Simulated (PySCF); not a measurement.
# Pauling's electronegativity from computed bond energies: partners of Rb

CCSD(T) in PySCF with def2-SVPD on every atom (core potentials on Rb, Cs), for the lowest determinant that a PBE0 search found; no spin–orbit coupling. De of Rb2 is 0.36 eV.

```
 B  De(B₂) (eV)  De(RbB) (eV)
Cl         1.82          4.08
Na         0.70          0.55
 F         1.25          4.81
Cs         0.36          0.36
Li         0.89          0.60
 H         4.52          1.56
```

Q: With Δ = De(RbB) − [De(Rb₂) + De(B₂)]/2, give Δ and the electronegativity difference √(Δ/eV).

A: 

| B | Δ (eV) | √Δ |
| --- | --- | --- |
| Cl | 2.99 | 1.73 |
| Na | 0.02 | 0.14 |
| F | 4.00 | 2.00 |
| Cs | 0.00 | none (Δ < 0) |
| Li | -0.03 | none (Δ < 0) |
| H | -0.88 | none (Δ < 0) |

The rule was made for single bonds and measured bond energies; here it is fed with computed well depths. With the arithmetic mean Δ turns negative when the two homonuclear bonds differ much, as for alkali hydrides.

Correlated steps freeze the inner cores (0 to 10 orbitals); shallow outer-core shells are correlated. Weak bonds: Cs2, CsRb, Rb2. Basis-set superposition, not corrected here, can be much of De in a small basis, most of all at correlated wavefunction levels. Spin–orbit coupling is left out, which matters for elements this heavy, above all for dissociation energies. Where the molecule has an RHF reference, its open-shell atoms are computed with UHF. The CCSD T1 diagnostic is raised in RbH, a sign that a single reference may not be enough there.
